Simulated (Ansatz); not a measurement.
Job for Ansatz (a program for electronic structure): R-BLYP/def2-TZVPP on ClGeH3O (SMILES [OH][GeH2][Cl]), a point of a torsion scan.

Ansatz 0.2 input:
```yaml
crystal:
  periodic: [false, false, false]
  atoms:
    - {symbol: O, position_ang: [1.24668515, 0.05743581, -0.46341176]}
    - {symbol: Ge, position_ang: [-0.39028483, -0.16611759, 0.07647165]}
    - {symbol: Cl, position_ang: [-0.73802644, -2.21531119, -0.06983270]}
    - {symbol: H, position_ang: [1.90215889, 0.43670034, 0.11622643]}
    - {symbol: H, position_ang: [-1.25287726, 0.58177929, -0.89955023]}
    - {symbol: H, position_ang: [-0.53741832, 0.31735828, 1.50069272]}
basis:
  gaussian:
    orbitals: def2-TZVPP
hamiltonian:
  xc: {name: BLYP}
scf: {lower_state_search: off}
```

Output:

```
WARN ansatz: RAYON_NUM_THREADS=1 ignored (pool sized by the plan → 1); use --threads N
Functional definition: BLYP
these checks for a lower state are left out or cut short: stability, starts, cluster_reference, orbital_swaps, neighbouring_geometries, increment
integrals: 0.08 GiB planned
980 factors; their error is unknown
mean field: 0.54 GiB planned
mean field evaluation 1: about -71132.9212 eV, gradient 7.2e1 eV
mean field evaluation 2: about -71065.4004 eV, gradient 1.8e2 eV
mean field evaluation 4: about -71140.3672 eV, gradient 1.5e1 eV
mean field evaluation 8: about -71140.6672 eV, gradient 4.8e-2 eV
mean field evaluation 16: about -71140.6479 eV, gradient 2.7e-5 eV
mean field -71140.64785700 eV, -2614.3705878817 hartree, gradient 7.9e-6 eV, S^2 0.000000; 0 other end points of the search recorded, 0 dependent functions left out
reference -71140.64817797 eV, -2614.3705996772 hartree; 30, 30 occupied and 133, 133 virtual orbitals, 980 factors
Total energy: -71140.64817797 eV, -2614.3705996772 hartree
Checks for a lower state left out: stability, starts, cluster_reference, orbital_swaps, neighbouring_geometries, increment
```

The run converged.

Cost: about 1.5 core-seconds (a rough figure).
